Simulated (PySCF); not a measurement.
# Electronic absorption of C4H5FSi

C4H5FSi.
SMILES: `C1C=C([SiH2]C=1)F`

Computed, not measured: TDDFT CAM-B3LYP/def2-SVPD, vertical, gas phase, core orbitals frozen in the response (PySCF). Geometry: PBE0-D3(BJ)/def2-SVP; no solvent, vibrations or thermal averaging.

**Question.** List the vertical singlet excitations with oscillator strengths and describe the spectrum.

**Answer.** 

```tsv
state	E (eV)	ν̃ (cm⁻¹)	f	symmetry	main configurations (H = HOMO, L = LUMO)
S1	4.29	34600	0.054	A′	H→L (98%)
S2	5.79	46680	0.0000	–	H-1→L (97%)
S3	6.17	49770	0.0082	A″	H→L+1 (70%), H→L+2 (24%)
S4	6.39	51550	0.0004	–	H→L+2 (64%), H→L+1 (20%), H→L+3 (11%)
S5	6.59	53130	0.0050	A″	H-3→L (93%)
S6	6.78	54690	0.040	A′	H-2→L (64%), H→L+6 (33%)
```

The lowest singlet comes at 289 nm (414 kJ/mol) in the ultraviolet; it is of moderate strength; its leading configuration is HOMO→LUMO (98%). The lowest level is also the most intense of those listed (f = 0.054). Löwdin shares by element: HOMO carbon 82% (atoms not listed hold the other 18%); LUMO carbon 72% (atoms not listed hold the other 29%). The listed states span 2.49 eV, and the widest gap between neighbours is 1.50 eV (S1 to S2). Of the 6 states listed, 2 reach f = 0.01 and 2 stay under 0.0005. The oscillator strengths of these states sum to 0.107; summed over the whole spectrum of an exact calculation they would give the number of electrons, 52 (Thomas–Reiche–Kuhn). Symmetry labels in Cs follow from the direction of the transition dipole and are given only for states with f of 0.002 or more. The window holds the lowest 6 singlets.

Cost: about 50 s of CPU time on one thread; the machine was shared, so the figure is rough.
